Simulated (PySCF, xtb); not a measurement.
tin monoxide (OSn), SMILES [O]=[Sn] (connectivity only; charge and spin as stated), neutral, multiplicity 1.

GFN2-xTB in xtb at its own geometry gives an orbital gap of 4.00 eV and a dipole moment of 6.56 D.

Coordinates come from a PBE0-D3(BJ)/def2-TZVP optimisation. The def2 effective core potentials stand for the cores of Sn; spin–orbit coupling is left out.

### Question
What does ωB97X/def2-TZVPD (PySCF) give? (The exact figures need the calculation; the answer reports its results.)

### Answer
gap 9.46 eV (levels -9.97 and -0.51 eV), dipole 4.60 D.
